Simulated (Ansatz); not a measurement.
Species: [Y(OH)3] (charge 0, multiplicity 1), formula H3O3Y.

Question: How many basis functions does Ansatz (a first-principles code) with frozen-core CCSD(T)/def2-TZVPP // TPSS-D3(BJ)/def2-SVP use, how many core orbitals are frozen, and how many electrons are correlated?

Answer: 191 basis functions and 3 frozen orbitals, which leaves 32 correlated electrons. Core time is of the order of minutes.
